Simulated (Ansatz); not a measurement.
Computed with Ansatz on PBE0-D4/def2-TZVP structures; ΔE is electronic, products minus reactants. CBS: MP2 limit from def2 TZ/QZ plus the TZ coupled-cluster correction, frozen cores. Functionals use def2-TZVPP. One conformer a species, not always the lowest.

Reaction (isomerisation): `[NH2][Al]1[CH2]C[O]1` → `O/C=N/[CH2][AlH2]`

```
       level  ΔE (kcal/mol)
      PBE-D4           62.7
     ωB97X-V           66.2
      r2SCAN           67.4
HF/CBS(def2)           62.1
```

Q: What does CCSD(T)/CBS give? (Estimate.)

A: The calculation gave: +68.7 kcal/mol. The listed levels differ from it by -6.0, -2.5, -1.3, -6.6 kcal/mol.

Largest T1 diagnostic among the species: 0.013.

From PBE to PBE0 (25 % exact exchange), in def2-TZVPP and without D4, ΔE moves by +3.2 kcal/mol. In def2-TZVPP, CCSD(T) changes the Hartree–Fock value by +5.4 kcal/mol (the triples alone add −0.5 kcal/mol) and MP2 by +9.2 kcal/mol.
